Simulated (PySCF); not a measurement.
Atoms are numbered as in `[CH3:1][CH2:2][C:3](=[O:4])[c:5]1[cH:6][cH:7][cH:8][cH:9][cH:10]1`. Hydrogens are named by the atom that carries them.

GIAO shifts from PySCF on PBE0-D3(BJ)/def2-SVP geometries (one conformer, non-relativistic, equivalent nuclei averaged), against TMS at the same level and in the same medium; PCM means IEF-PCM chloroform.

Measured (solution, not stated per compound (mostly CDCl3 or CCl4); Pretsch, Buehlmann, Badertscher, Structure Determination of Organic Compounds, 4th ed. (2009)): C2 31.7, C1 8.3, H(C2) 2.92, H(C1) 1.18 ppm.

Which unscaled values do CAM-B3LYP/pcSseg-1, gas; PBE0/pcSseg-1, PCM; WP04/pcSseg-1, PCM; wB97X-D/pcSseg-1, PCM give, and how close are they?

Answers


```
atoms  measured  CAM-B3LYP/pcSseg-1, gas  PBE0/pcSseg-1, PCM  WP04/pcSseg-1, PCM  wB97X-D/pcSseg-1, PCM
   C2      31.7                     33.7                34.6                36.2                   34.6
   C1       8.3                      8.8                 9.3                12.1                    9.7
H(C2)      2.92                     2.79                3.07                2.98                   3.01
H(C1)      1.18                     1.27                1.22                1.24                   1.24
```

Mean absolute error for $^{13}$C: CAM-B3LYP/pcSseg-1, gas 1.3, PBE0/pcSseg-1, PCM 2.0, WP04/pcSseg-1, PCM 4.2, wB97X-D/pcSseg-1, PCM 2.2 ppm.

Mean absolute error for $^{1}$H: CAM-B3LYP/pcSseg-1, gas 0.11, PBE0/pcSseg-1, PCM 0.09, WP04/pcSseg-1, PCM 0.06, wB97X-D/pcSseg-1, PCM 0.07 ppm.
